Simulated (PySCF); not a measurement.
**Computed vibrations of BiH3(NH3)**

BiH3(NH3) (singlet). PySCF 2.14.0, RKS PBE0, Bi def2-SVP with ECP60, H def2-SVP, N def2-SVP; non-relativistic Hamiltonian with scalar-relativistic core potentials where named; density fitting; no spin-orbit coupling. Central differences of gradients.

```xyz
8

Bi    0.1612   -0.1612    0.1612
H     1.3688    0.4183    1.3688
H    -0.4183   -1.3688    1.3688
H     1.3688   -1.3688   -0.4183
N    -2.0753    2.0753   -2.0753
H    -2.6888    2.6888   -1.5398
H    -1.5398    2.6888   -2.6888
H    -2.6888    1.5398   -2.6888
```

Run from Python with OMP_NUM_THREADS=2. Where DIIS fails, smearing, a level shift and second-order steps follow.
It took 66 s on 2 threads of Intel(R) Xeon(R) Processor @ 2.50GHz (Skylake/Cascade Lake), on a shared host.

Question: What are the harmonic wavenumbers and infrared intensities?

Answer: Modes are labelled in C3v; negative numbers are unstable modes, those under 60 cm⁻¹ near the noise; a finer grid moves soft modes by up to 10 cm⁻¹.
```csv
cm⁻¹,km/mol,symmetry
-33,–,e
-33,–,e
61,1.4,a1
100,0.0,a2
142,42.2,e
142,42.2,e
767,57.4,a1
785,12.0,e
785,12.0,e
1045,129.9,a1
1653,12.3,e
1653,12.3,e
1801,292.8,a1
1813,279.8,e
1813,279.8,e
3501,0.1,a1
3635,3.2,e
3635,3.2,e
```

Question: Is this a minimum?

Answer: Probably not: 2 unstable, though so soft as to be near the noise; the lowest moves the atoms so:
```
Bi   0.00 -0.01 -0.01
H   -0.28  0.56  0.00
H   -0.01  0.28  0.27
H    0.28 -0.01  0.57
N    0.00  0.04  0.04
H   -0.09  0.07 -0.10
H    0.00 -0.01 -0.01
H    0.09 -0.10  0.07
```

Some metal–ligand contacts ended over 25 % longer than in the template from which the work began, so those ligands are loosely bound or lost.
